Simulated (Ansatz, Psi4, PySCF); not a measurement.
C3H3 (SMILES [C]1=CC1), doublet, geometry from GFN2-xTB. Base run: B97M-V/cc-pVDZ (PySCF).

Geometry (Å):
```xyz
6

C      0.0167    -0.1109     0.8267
C      0.0041    -0.6991    -0.5338
C     -0.0216     0.5823    -0.5921
H      0.9375    -0.0735     1.3960
H     -0.8844    -0.1087     1.4280
H     -0.0479     1.5485    -1.0286
```
Charge 0, spin multiplicity 2.
Orbitals are unrestricted.
All else is at PySCF's defaults.

The same geometry, method and basis name were run in Ansatz (a first-principles code) and Psi4 and PySCF, at each program's defaults and at the settings that a row names. The base is PySCF at its defaults. Differences at the defaults can come from grids, fitting, cores and function types together.

```csv
code and settings,ΔE vs base (µEh),basis functions,E (Eh),SCF cycles,dipole (D)
"PySCF, defaults (exact integrals, its default grid, spherical functions)",0.0,57,-115.94955,12,1.53
"Psi4, defaults (density fitting with its default set, its default grid, spherical functions)",-106,57,-115.94965,10,1.53
"Ansatz, defaults (factorised integrals, its default grid, spherical functions)",-8.2,57,-115.94955,-,-
"PySCF, density fitting with def2-universal-jkfit",-52.4,57,-115.94960,12,1.53
"PySCF, fine grid",-7.0,57,-115.94955,12,1.53
"Psi4, exact integrals, spherical functions, fine grid",-8.2,57,-115.94955,14,1.53
"Ansatz, high accuracy",-6.9,57,-115.94955,-,-
```

Open shells are given as the SCF converged; they aren't shown to be the lowest states, and a large step between rows can be another state.
